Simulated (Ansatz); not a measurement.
Which method gave which barrier?

Saddle point of SiNH$_{8}$OF, singlet (SiNH₅ ([NH2][SiH3]) + H₂O + HF → SiNH₅O ([NH2][SiH2][OH]) + HF + H₂; bonds formed: Si1–O7, H2–H8, H6–F9; bonds broken: Si1–H2, H6–O7, H8–F9), PBE0-D4/def2-TZVP structure:

```xyz
12
angstrom
Si -0.4736 -0.6303 0.2784
H 0.7938 0.2706 1.0445
H -1.4554 -1.3384 -0.6314
H -0.1280 -1.7044 1.2430
N -1.4355 0.7393 0.5830
H 1.4759 0.0686 -1.0165
O 0.7381 -0.6735 -1.0996
H 1.5071 0.7311 0.4602
F 2.1955 1.0269 -0.3751
H -1.1549 1.5020 1.1746
H -2.4035 0.7655 0.3101
H 0.3406 -0.7573 -1.9713
```

Computed with Ansatz 0.2.0 (basis: def2-TZVPP, with def2-QZVPP for the basis limit); correlated methods freeze the cores. Extrapolation: Hartree–Fock as exp(−7.88 √X), correlation as X^−2.97. Four methods, as single points on the PBE0-D4 structures, gave these electronic barriers from the start structure: 6.5, 62.6, 88.7, 162.9 kJ/mol.

**Question.** The methods were, in alphabetical order, HF, MP2, r2SCAN-D4, SPW92. Which gave which? (A judgement: the text doesn't fix the answer.)

**Answer.** By the calculation: SPW92 6.5; r2SCAN-D4 62.6; MP2 88.7; HF 162.9 kJ/mol. For comparison, CCSD(T) at an estimated basis limit (MP2 extrapolated from triple and quadruple zeta, plus CCSD(T) − MP2 in triple zeta) gives 96.0 kJ/mol.

The T1 diagnostic stays at or below 0.012.

Labels in which every atom is bracketed show which atoms are joined, not bond orders.

For scale, one of the runs: CCSD(T)/def2-TZVPP, 247 basis functions, launched by `ansatz run in.yaml --threads 4 --pin off --events-out ev --progress --plain --max-ram 9574MiB`. The run took 2.2 min on 4 CPU threads of an Arm Neoverse V1 (shared host), with 5.3 GiB of host memory at its peak.
